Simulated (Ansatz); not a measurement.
Basis-set extrapolation for `C[Si]N(C)C` (PBE0-D4/def2-TZVP geometry, frozen core, Ansatz). Multiplicity 1, RHF reference.

```json
{"": "HF", "def2-TZVPP": "-462.279262", "def2-QZVPP": "-462.296599"}
{"": "MP2 correlation", "def2-TZVPP": "-0.851273", "def2-QZVPP": "-0.906631"}
{"": "CCSD(T) correlation", "def2-TZVPP": "-0.943037", "def2-QZVPP": "not run"}
```

Energies in hartree. Use E(X) = E(∞) + A·exp(−7.88·√X) for Hartree–Fock and E(X) = E(∞) + B·X^(−2.97) for correlation, with X = 3 and 4, and add CCSD(T) minus MP2 of the smaller set to the MP2 limit.

What is the CCSD(T) energy at the basis-set limit?

HF limit: -462.296599 + (-0.017337) × 0.13774 = -462.29899. MP2 limit: -0.906631 + (-0.055358) × 0.74074 = -0.94764. Higher-order term: -0.943037 − (-0.851273) = -0.09176. Total: -463.33839 hartree, 72.8 kcal/mol below CCSD(T)/def2-TZVPP.
